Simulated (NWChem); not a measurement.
Molecule: C₃H₅BO₂; SMILES C=CB(O)C=O

```xyz
11

C     -0.0157    -2.5510     0.0013
C     -0.7019    -1.3975    -0.0009
B      0.0050    -0.0166    -0.0008
O      1.3442     0.1071    -0.0008
C     -0.7483     1.4194    -0.0002
O     -0.0557     2.4177     0.0010
H      1.0799    -2.5511     0.0030
H     -0.5063    -3.5306     0.0015
H     -1.7983    -1.4492    -0.0025
H      1.5515     1.0600    -0.0001
H     -1.8647     1.5298    -0.0009
```
Atoms are numbered in this order, from 1.

Computed with NWChem. All runs use the structure optimised with PBE0/def2-SVP.

Q: Predict the results for BLYP/def2-TZVP. Quantities: highest occupied level (eV); orbital gap (eV); dipole (D).

A: The highest occupied level (eV) comes out as -5.79. The orbital gap (eV) is 2.39 and the dipole (D) is 1.90.
